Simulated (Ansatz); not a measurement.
Harmonic frequencies (cm⁻¹) at PBE0-D4/def2-TZVP from Ansatz: 152, 182, 263, 327, 371, 535, 621, 702, 830, 913, 928, 941, 950, 1028, 1199, 1315, 2231, 2242, 2251, 2690, 3071.

Each molecule was computed in one conformer, which needn't be the lowest.

Problem. Which molecule is it?
A. `F[SiH2]CS`
B. `O=C(O)O[SiH3]`
C. `FC([SiH3])S`
D. `FC[SiH2]S`

Solution. C.
